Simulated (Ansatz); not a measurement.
# Worked example: a bond strength in BF3 (boron trifluoride)

BF3: 4 atoms, total charge 0, spin state singlet. SMILES: `FB(F)F`. The shape was relaxed beforehand at r2SCAN/def2-SVP.

```xyz
4

F     0.5450    0.2112    1.1767
B     0.0000    0.0000    0.0000
F    -0.2657   -1.2261   -0.3904
F    -0.2793    1.0149   -0.7863
```

Wanted: the dissociation energy of the F4–B2 bond into doublet F and doublet BF2 (shapes relaxed at r2SCAN/def2-SVP, no zero-point term). 1 Eh = 2625.50 kJ/mol = 27.2114 eV. Totals in Eh; open shells run unrestricted unless said.

```tsv
level	program	BF3	doublet F	doublet BF2
PBE0-D4/def2-TZVPP	Ansatz	-324.390852	-99.676173	-224.446452
B2PLYP/def2-TZVPP, 4 core orbitals frozen	Ansatz	-324.535686	-99.718571	-224.545496
MP2/def2-TZVPP, 4 core orbitals frozen	Ansatz	-324.177446	-99.609588	-224.285834
```

Question: Work out the dissociation energy at each level.

Answer: 
1. PBE0-D4/def2-TZVPP: (-99.676173) + (-224.446452) − (-324.390852) = 0.268227 Eh = 704.2 kJ/mol = 7.30 eV.
2. B2PLYP/def2-TZVPP: (-99.718571) + (-224.545496) − (-324.535686) = 0.271619 Eh = 713.1 kJ/mol = 7.39 eV.
3. MP2/def2-TZVPP: (-99.609588) + (-224.285834) − (-324.177446) = 0.282024 Eh = 740.5 kJ/mol = 7.67 eV.

The levels span 704 to 740 kJ/mol; no measured value is set beside them. A bond enthalpy at 298 K also holds the loss of zero-point energy and thermal terms.
